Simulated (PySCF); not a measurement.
Cartesian coordinates in Å; atom numbers follow the order of the lines, from 1:
```xyz
16

O     3.0660   -1.5025    0.8780
C     2.3207   -0.6498    0.4692
O     2.7101    0.2944   -0.4024
Si    0.4484   -0.5400    0.8969
C    -0.5938   -0.9323   -0.6343
C    -1.8226    0.0049   -0.5965
Si   -1.2586    1.6249    0.2129
O    -0.0171    1.0397    1.1896
H     3.6525    0.1356   -0.5882
H     0.2233   -1.3977    2.0904
H     0.0377   -0.6942   -1.5079
H    -0.8732   -1.9936   -0.7264
H    -2.6138   -0.4274    0.0404
H    -2.2677    0.1438   -1.5949
H    -0.7221    2.6174   -0.7650
H    -2.3086    2.2739    1.0491
```

Geometry: PBE0-D3(BJ)/def2-SVP; GIAO absolute shieldings from PySCF 2.14, gas phase, non-relativistic, averaged over equivalent atoms.

At PBE0/pcSseg-1 (190 basis functions, 29 s wall time on 1 thread of an Arm Neoverse V2, shared host):
```json
{"atoms": "O1", "σ (ppm)": "-173.4"}
{"atoms": "O3", "σ (ppm)": "98.4"}
{"atoms": "O8", "σ (ppm)": "285.3"}
{"atoms": "C2", "σ (ppm)": "0.4"}
{"atoms": "C5", "σ (ppm)": "175.4"}
{"atoms": "C6", "σ (ppm)": "176.3"}
{"atoms": "Si7", "σ (ppm)": "347.3"}
{"atoms": "Si4", "σ (ppm)": "354.2"}
{"atoms": "H9", "σ (ppm)": "25.10"}
{"atoms": "H16", "σ (ppm)": "26.12"}
{"atoms": "H15", "σ (ppm)": "26.20"}
{"atoms": "H10", "σ (ppm)": "26.38"}
{"atoms": "H12", "σ (ppm)": "30.06"}
{"atoms": "H14", "σ (ppm)": "30.18"}
{"atoms": "H11", "σ (ppm)": "30.29"}
{"atoms": "H13", "σ (ppm)": "30.31"}
```

**Question.** Estimate the result of repeating the calculation with WP04/pcSseg-1.

**Answer.** 
```tsv
atoms	σ at WP04/pcSseg-1	change
O1	-170.0	+3.4
O3	89.4	-9.0
O8	281.7	-3.6
C2	-13.8	-14.2
C5	161.5	-13.9
C6	162.3	-14.0
Si7	345.5	-1.8
Si4	352.3	-1.9
H9	25.23	+0.13
H16	27.20	+1.08
H15	27.24	+1.04
H10	27.31	+0.93
H12	30.46	+0.40
H14	30.57	+0.39
H11	30.66	+0.37
H13	30.73	+0.42
```

The largest change is at C2 (carbonyl carbon). Cost: 190 basis functions, 21 s wall time on 1 thread of an Arm Neoverse V2, shared host. The order of the carbon signals is the same at both levels.

Hydrogen bonding in solution deshields acid and N–H amide carbonyl carbons by as much as 10 ppm beyond these values.
